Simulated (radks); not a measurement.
The manganese ion Mn+, 24 electrons, occupied as [Ar] 3d4 4s2 (not the ground configuration). All-electron calculation, scalar-relativistic Kohn-Sham, PBEsol, spin-polarised, spherical densities, finite nucleus; open shells are filled with parallel spins first; Fermi nuclear charge, rms radius 3.7057 fm. Program: a radial shooting solver on a logarithmic mesh with Libxc functionals. Some entries of the table are withheld. Estimate them.

| orbital | occ. | eigenvalue (Ry) | <r> (bohr) |
|---|---|---|---|
| 1s down | 1 | -473.0942 | 0.06095 |
| 1s up | 1 | -473.0942 | 0.06095 |
| 2s up | 1 | -55.77766 | 0.2799 |
| 2s down | 1 | -55.63353 | 0.2794 |
| 2p up | 3 | -47.42596 | 0.2476 |
| 2p down | 3 | -47.31597 | 0.2470 |
| 3s up | 1 | -7.48134 | (1) |
| 3s down | 1 | -7.14881 | (2) |
| 3p up | 3 | -5.17434 | 0.8912 |
| 3p down | 3 | -4.84815 | 0.8972 |
| 3d up | 4 | -1.59847 | 1.075 |
| 3d down | 0 | -1.29779 | 1.134 |
| 4s up | 1 | (3) | (4) |
| 4s down | 1 | (5) | (6) |

Answer. 
(1) 3s up <r> (bohr): 0.8450
(2) 3s down <r> (bohr): 0.8481
(3) 4s up eigenvalue (Ry): -1.02756
(4) 4s up <r> (bohr): 2.606
(5) 4s down eigenvalue (Ry): -0.95553
(6) 4s down <r> (bohr): 2.726
